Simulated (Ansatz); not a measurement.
C$_{2}$H$_{5}$Cd (SMILES C[CH2][Cd]), doublet, geometry from GFN2-xTB (such geometries of metal compounds can be far from the true shape) (the spin is typed, not shown lowest) (core potentials on Cd); HF/def2-SV(P) (Ansatz, a first-principles code).

Here is a job for Ansatz.
Ansatz 0.2 input:
```yaml
crystal:
  periodic: [false, false, false]
  atoms:
    - {symbol: Cd, position_ang: [0.29131305, 0.56175032, 0.38252380]}
    - {symbol: C, position_ang: [-0.06194642, -1.60761260, -0.75591768]}
    - {symbol: C, position_ang: [-1.46593042, -1.47270462, -1.31110621]}
    - {symbol: H, position_ang: [0.00958159, -2.42399845, -0.03318615]}
    - {symbol: H, position_ang: [0.67608025, -1.73578800, -1.55142422]}
    - {symbol: H, position_ang: [-1.53176292, -0.63365091, -2.01179403]}
    - {symbol: H, position_ang: [-2.19244167, -1.31585186, -0.50681331]}
    - {symbol: H, position_ang: [-1.77722280, -2.37282283, -1.85578147]}
basis:
  gaussian:
    orbitals: def2-SV_P_.json
hamiltonian:
  xc: hf
magnetization: {spin_polarized: true, initial_magnetization: 1}
```
The basis file holds def2-SV(P) in the JSON format of the Basis Set Exchange.

Task: Predict the main parts of the log of this Ansatz run.

Result: 
```
Functional definition: HF
777 factors; integrals over basis functions are off by at most 7.8e-4 eV
mean field evaluation 1: about -6674.0729 eV, gradient 1.8e1 eV
mean field evaluation 2: about -6674.1733 eV, gradient 1.8e1 eV
mean field evaluation 4: about -6676.5552 eV, gradient 2.4e0 eV
mean field evaluation 8: about -6676.6708 eV, gradient 4.2e-1 eV
mean field -6676.67628014 eV, -245.3633276816 hartree, gradient 7.6e-5 eV, S^2 0.842212; 0 other end points of the search recorded, 0 dependent functions left out
reference -6676.67628014 eV, -245.3633276816 hartree; 19, 18 occupied and 43, 44 virtual orbitals, 777 factors
Total energy: -6676.67628014 eV, -245.3633276816 hartree
```
